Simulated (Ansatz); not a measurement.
Relaxation of C₂H₈ClNSi (13 atoms, charge 0, multiplicity 1), to a largest force component of 0.03 eV/Å in at most 50 steps.

All numbers below come from RKS PBE0/def2-SVP in Ansatz.

```xyz
13
Properties=species:S:1:pos:R:3
Si 0.409 0.656 1.321
H 2.140 0.026 -0.691
N -0.408 -0.263 0.179
C -0.827 -1.420 -0.536
C -0.404 1.128 -0.287
H 1.774 0.517 -1.035
H 1.860 0.550 1.592
Cl -0.492 1.052 3.139
H -1.899 -1.377 -0.807
H -0.252 -1.550 -1.474
H -0.679 -2.320 0.081
H 0.156 1.352 -1.212
H -1.377 1.649 -0.271
```

Task: Where does it end, and by what steps?

Result: It converged. The force dipped under the threshold on the way, but the program's further checks kept it going. After 21 steps the energy has fallen by 0.311 eV; H6 moved furthest, 1.32 Å.

```
step  energy less start (eV)  largest force component (eV/Å)  accepted
   0                  0.0000                           1.785       yes
   1                 -0.1656                           0.145       yes
   2                 -0.2111                           0.181       yes
   3                 -0.2366                           0.069       yes
   4                 -0.2480                           0.078       yes
   5                 -0.2459                           0.292        no
   6                 -0.2512                           0.050       yes
   7                 -0.2543                           0.323       yes
   8                 -0.2443                           0.718        no
   9                 -0.2618                           0.107       yes
  10                 -0.2711                           0.079       yes
  11                 -0.2749                           0.501       yes
  12                 -0.2931                           0.193       yes
  13                 -0.2992                           0.307       yes
  14                 -0.3054                           0.171       yes
  15                 -0.3082                           0.082       yes
  16                 -0.3094                           0.078       yes
  17                 -0.3100                           0.043       yes
  18                 -0.3104                           0.027       yes
  19                 -0.3105                           0.018       yes
  20                 -0.3106                           0.023       yes
  21                 -0.3107                           0.021       yes
```

```xyz
13
Properties=species:S:1:pos:R:3
Si 0.208 0.759 1.476
H 2.073 -0.211 -1.233
N -0.075 -0.173 0.091
C -0.727 -1.319 -0.464
C -0.462 1.231 -0.174
H 2.649 -0.175 -1.735
H 1.578 0.921 2.009
Cl -1.099 0.712 3.075
H -1.824 -1.303 -0.312
H -0.539 -1.390 -1.549
H -0.334 -2.235 0.002
H 0.098 1.748 -0.969
H -1.547 1.435 -0.219
```

Time of the run: 110 s on 2 threads of AMD EPYC 7R43 64-Core Processor (Zen 3), on a shared host, peak memory 0.29 GiB.
